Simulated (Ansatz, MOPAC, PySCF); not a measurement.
Molecule: GaH2 (charge 0, doublet). SMILES: [GaH2]
Geometry from a B3LYP-D3(BJ)/def2-TZVP (Ansatz, a program for electronic structure) optimisation:
```xyz
3

Ga     0.0391     0.0090     0.0274
H     -0.3410    -1.4985    -0.3550
H     -0.8706     1.2189    -0.4942
```
Charge 0, spin multiplicity 2.

Unscaled harmonic wavenumbers (cm⁻¹) in rising order, each level at the stationary point that it reaches from this structure (no distance between atoms moves by over 0.3 Å); the order of modes can differ between levels, and a negative number is imaginary. B3LYP-D3(BJ)/def2-TZVP (PySCF, at the structure above): 735, 1755, 1829.

PM3 (MOPAC): 565, 2194, 2284. Zero-point energy 7.2 against 6.2 kcal/mol; where all levels lie over 400 cm⁻¹, the wavenumbers are on average 1.089 times those of B3LYP-D3(BJ)/def2-TZVP.

PM6 (MOPAC): 738, 2344, 2354. Zero-point energy 7.8 against 6.2 kcal/mol; where all levels lie over 400 cm⁻¹, the wavenumbers are on average 1.209 times those of B3LYP-D3(BJ)/def2-TZVP.

B3LYP/6-31G* with LANL2DZ past Ar (Ansatz): 739, 1731, 1785. Zero-point energy 6.1 against 6.2 kcal/mol; where all levels lie over 400 cm⁻¹, the wavenumbers are on average 0.989 times those of B3LYP-D3(BJ)/def2-TZVP.
